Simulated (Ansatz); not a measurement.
Gas-phase electronic energies from Ansatz, PBE0-D4/def2-TZVP geometries. CCSD(T)/CBS adds triple-zeta CCSD(T) − MP2 to the extrapolated MP2 energy (def2 sets, frozen cores). This one scheme is used for every species. Functionals use def2-TZVPP. B3LYP here is the variant with VWN-RPA as its local correlation; programs differ in this. One conformer a species, not always the lowest.

Reaction (substitution at a C–Si bond): `OC[SiH2]P` + `C1N[SiH2]O1` → `OCN1CO[SiH2]1` + `[SiH3]P`

| level | ΔE (kJ/mol) | difference from CCSD(T)/CBS |
| --- | --- | --- |
| PBE-D4 | 13.5 | -0.1 |
| PBE0-D4 | 11.3 | -2.3 |
| ωB97X-V | 8.6 | -5.0 |
| PBE0 | 11.5 | -2.1 |
| B3LYP | 9.7 | -3.9 |
| HF/def2-TZVPP | -0.9 | -14.5 |
| CCSD/def2-TZVPP | 7.8 | -5.8 |
| MP2/def2-QZVPP | 13.2 | -0.4 |
| SCS-MP2/def2-QZVPP | 10.4 | -3.2 |
| MP2/CBS(def2) | 15.1 | 1.5 |
| CCSD(T)/CBS | 13.6 | 0 |

Largest T1 diagnostic among the species: 0.013.

In def2-TZVPP, CCSD(T) changes the Hartree–Fock value by +9.6 kJ/mol (the triples alone add +0.9 kJ/mol) and MP2 by +11.1 kJ/mol.

CCSD(T)/CBS has its own doubt, a few kJ/mol and more with outer-core shells, so smaller differences from it don't rank the levels.
